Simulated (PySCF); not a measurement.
HBr, charge -1, doublet, at the geometry of the source list (a state made from the parent by changing its charge; the spin is typed, not shown lowest) (in this run its highest filled SCF level lies above zero, so its values depend strongly on the basis, on diffuse functions most of all); WB97X-V/6-31G* in PySCF.

PySCF was given this input:
```python
from pyscf import gto, scf, dft

mol = gto.M(
    atom='''
Br    0.70040000    0.00000000    0.00000000
H    -0.70040000    0.00000000    0.00000000
''',
    basis='6-31g*',
    charge=-1,
    spin=1,
    verbose=4,
)

mf = dft.UKS(mol)
mf.xc = 'wb97x_v'
mf.kernel()
```

What does PySCF print? Leave out banner, timings and long lists.


```
PySCF version 2.14.0

[INPUT] verbose = 4
[INPUT] num. atoms = 2
[INPUT] num. electrons = 37
[INPUT] charge = -1
[INPUT] spin (= nelec alpha-beta = 2S) = 1
[INPUT] symmetry False subgroup None
[INPUT] Mole.unit = angstrom
[INPUT] Symbol           X                Y                Z      unit          X                Y                Z       unit  Magmom
[INPUT]  1 Br     0.700400000000   0.000000000000   0.000000000000 AA    1.323564177645   0.000000000000   0.000000000000 Bohr   0.0
[INPUT]  2 H     -0.700400000000   0.000000000000   0.000000000000 AA   -1.323564177645   0.000000000000   0.000000000000 Bohr   0.0

nuclear repulsion = 13.2218749159052
number of shells = 14
number of NR pGTOs = 99
number of NR cGTOs = 34
basis = 6-31g*
ecp = {}

******** <class 'pyscf.dft.uks.UKS'> ********
method = UKS
initial guess = minao
damping factor = 0
level_shift factor = 0
DIIS = <class 'pyscf.scf.diis.CDIIS'>
diis_start_cycle = 1
diis_space = 8
diis_damp = 0
SCF conv_tol = 1e-09
SCF conv_tol_grad = None
SCF max_cycles = 50
direct_scf = True
direct_scf_tol = 1e-13
number electrons alpha = 19  beta = 18
XC library pyscf.dft.libxc version 7.1.2
    S. Lehtola, C. Steigemann, M. J. T. Oliveira, and M. A. L. Marques,  SoftwareX 7, 1–5 (2018)
XC functionals = wb97x_v
    N. Mardirossian and M. Head-Gordon,  Phys. Chem. Chem. Phys. 16, 9904–9924 (2014)
radial grids:
    Treutler-Ahlrichs [JCP 102, 346 (1995); DOI:10.1063/1.469408] (M4) radial grids

becke partition: Becke, JCP 88, 2547 (1988); DOI:10.1063/1.454033
pruning grids: <function nwchem_prune>
grids dens level: 3
symmetrized grids: False
atomic radii adjust function: <function treutler_atomic_radii_adjust>
** Following is NLC and NLC Grids **
NLC functional = wb97x_v
radial grids:
    Treutler-Ahlrichs [JCP 102, 346 (1995); DOI:10.1063/1.469408] (M4) radial grids

becke partition: Becke, JCP 88, 2547 (1988); DOI:10.1063/1.454033
pruning grids: <function nwchem_prune>
grids dens level: 3
symmetrized grids: False
atomic radii adjust function: <function treutler_atomic_radii_adjust>
small_rho_cutoff = 0
Set gradient conv threshold to 3.16228e-05
tot grids = 30232
tot grids = 30232
init E= -2573.0922070509

cycle= 1 E= -2574.07257227755  delta_E= -0.98  |g|= 0.164  |ddm|= 3.13
cycle= 2 E= -2574.09258270111  delta_E= -0.02  |g|= 0.103  |ddm|= 0.962
cycle= 3 E= -2574.09635358438  delta_E= -0.00377  |g|= 0.0245  |ddm|= 0.186
cycle= 4 E= -2574.09645120049  delta_E= -9.76e-05  |g|= 0.00286  |ddm|= 0.0176
cycle= 5 E= -2574.0964628369  delta_E= -1.16e-05  |g|= 0.000494  |ddm|= 0.0217
cycle= 6 E= -2574.09646332397  delta_E= -4.87e-07  |g|= 0.000153  |ddm|= 0.00622
cycle= 7 E= -2574.09646336485  delta_E= -4.09e-08  |g|= 5.48e-05  |ddm|= 0.00176
cycle= 8 E= -2574.09646337439  delta_E= -9.54e-09  |g|= 1.52e-05  |ddm|= 0.00118
cycle= 9 E= -2574.09646337517  delta_E= -7.82e-10  |g|= 2.99e-06  |ddm|= 0.000368
Extra cycle  E= -2574.09646337519  delta_E= -2.18e-11  |g|= 1.38e-06  |ddm|= 3.52e-05
converged SCF energy = -2574.09646337519  <S^2> = 0.75198266  2S+1 = 2.0019817
```
